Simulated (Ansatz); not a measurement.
CH₂NO, charge +1, singlet, at a GFN2-xTB geometry, atoms displaced at random by about 0.03 Å a coordinate; PBE0/cc-pVDZ, gradient run with Ansatz (a quantum-chemistry and plane-wave program).

Input for Ansatz:
Ansatz 0.2 input:
```yaml
crystal:
  periodic: [false, false, false]
  atoms:
    - {symbol: N, position_ang: [-1.09724245, 0.04055157, -0.08871942]}
    - {symbol: C, position_ang: [0.13677073, 0.01758362, 0.04436774]}
    - {symbol: O, position_ang: [1.32008016, 0.04953103, 0.02622175]}
    - {symbol: H, position_ang: [-1.64283484, 0.87030244, -0.02174590]}
    - {symbol: H, position_ang: [-1.64884651, -0.84424951, -0.17924906]}
basis:
  gaussian:
    orbitals: cc-pVDZ
hamiltonian:
  xc: pbe0
total_charge: 1
output: {forces: true}
```

Q: Write the output that Ansatz gives for this input, abridged.

A: 
```
Functional definition: PBE0
481 factors; integrals over basis functions are off by at most 1.3e-3 eV
mean field evaluation 1: about -4584.3963 eV, gradient 7.0e1 eV
mean field evaluation 2: about -4569.1762 eV, gradient 1.1e2 eV
mean field evaluation 4: about -4592.9214 eV, gradient 5.7e0 eV
mean field evaluation 8: about -4592.9846 eV, gradient 3.6e-1 eV
mean field -4592.98487762 eV, -168.7890810156 hartree, gradient 2.4e-5 eV, S^2 0.000000; 0 other end points of the search recorded, 0 dependent functions left out
the calculation of the forces begins
reference -4592.98489109 eV, -168.7890815107 hartree; 11, 11 occupied and 41, 41 virtual orbitals, 481 factors
Total energy: -4592.98489109 eV, -168.7890815107 hartree
Atom 0 at    -1.097242     0.040552    -0.088719 Å, force    -1.829886    -2.126155    -0.081586 eV/Å
Atom 1 at     0.136771     0.017584     0.044368 Å, force     7.390621     0.493350    -0.608668 eV/Å
Atom 2 at     1.320080     0.049531     0.026222 Å, force    -5.505890    -0.302073     0.469505 eV/Å
Atom 3 at    -1.642835     0.870302    -0.021746 Å, force    -0.588623     1.465464     0.153809 eV/Å
Atom 4 at    -1.648847    -0.844250    -0.179249 Å, force     0.533777     0.469414     0.066941 eV/Å
Dipole moment:    -0.919921    -0.033858    -0.005147 e Å
```
